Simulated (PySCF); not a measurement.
Some computed properties have been withheld. Give your best values.

Species: C₉H₁₂O₂.
InChI=1S/C9H12O2/c1-10-8-3-5-9(7-8,11-2)6-4-8/h3-6H,7H2,1-2H3/t8-,9+

```json
{"property": "point group of the GFN2-xTB geometry", "level": "GFN2-xTB", "value": "?"}
{"property": "rotational constants A, B, C of the GFN2-xTB geometry", "level": "GFN2-xTB", "value": "?"}
{"property": "dipole moment", "level": "PBE0/pcSseg-1", "value": "?"}
{"property": "HOMO energy", "level": "PBE0/pcSseg-1", "value": "?"}
{"property": "LUMO energy", "level": "PBE0/pcSseg-1", "value": "?"}
{"property": "13C chemical shifts (computed TMS as zero) by class", "level": "GIAO PBE0/pcSseg-1", "value": "?"}
{"property": "1H chemical shifts (computed TMS as zero) by class", "level": "GIAO PBE0/pcSseg-1", "value": "?"}
{"property": "isotropic shieldings of nuclei other than C and H, by class", "level": "GIAO PBE0/pcSseg-1", "value": "306 (2 O) ppm"}
```

Gas-phase values; electronic properties from PySCF, density fitting. One conformer (not necessarily the lowest) at the GFN2-xTB geometry, without solvent or vibrations. NMR classes are plain means over equivalent atoms (diastereotopic ones count apart unless rotation or inversion swaps them), as if these changed places fast; in this geometry the members of some classes differ.

(1) The dipole moment?

(2) Give the HOMO energy.

(3) Give the 1H chemical shifts (computed TMS as zero) by class.

(4) The LUMO energy?

(5) What is the point group of the GFN2-xTB geometry?

(6) The rotational constants A, B, C of the GFN2-xTB geometry?

(7) The 13C chemical shifts (computed TMS as zero) by class?

## Answers

(1) 1.31 D.

(2) -6.63 eV.

(3) 7.25 (4 H), 3.66 (6 H), 2.59 (2 H) ppm.

(4) -0.50 eV.

(5) C1.

(6) 2.754, 0.773, 0.742 GHz.

(7) 151.5 (4 C), 97.7 (2 C), 87.3 (1 C), 55.8 (2 C) ppm.

The rotational constants make it an asymmetric top with κ = (2B − A − C)/(A − C) = -0.97, nearer the prolate limit (−1). In atomic units the dipole is 0.51 e·bohr (1 au = 2.5417 D). With B = h/(8π²I), that is 505.379 GHz u Å² over I, the principal moments of inertia are 183.5, 653.8 and 681.4 u Å² (most abundant isotopes).
